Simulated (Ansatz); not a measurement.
Isomers of Al3Ga⁻ (doublet), relaxed with PBE0-D4/def2-SVPD; total energies from Ansatz at PBE0-D4/def2-TZVPD.

```json
{"isomer": "A", "description": "point group C2v; 2 × Al–Al 2.56 Å; 2 × Al–Ga 2.50 Å", "energy (Eh)": "-2651.59832"}
{"isomer": "B", "description": "point group C2v; 2 × Al–Al 2.55 Å; 2 × Al–Ga 2.52 Å", "energy (Eh)": "-2651.59883"}
```

The isomers come from a short search, and lower ones may exist.

Work out the relative energies (1 Eh = 2625.5 kJ/mol) and the Boltzmann populations at 500 K from electronic energies alone (R = 8.314 J/mol/K).

ΔE: A 1.3, B 0.0 kJ/mol. RT = 4.16 kJ/mol. Factors exp(−ΔE/RT): A 0.732, B 1; sum 1.732. Populations: A 42.3 %, B 57.7 %. Zero-point energy, vibrational entropy and symmetry numbers are left out and can shift these; an error of 4 kJ/mol changes a ratio by a factor of 2.6. Over the other density-functional and correlated levels in def2 sets, the gap between B and A ranges from -5 to 3 kJ/mol.
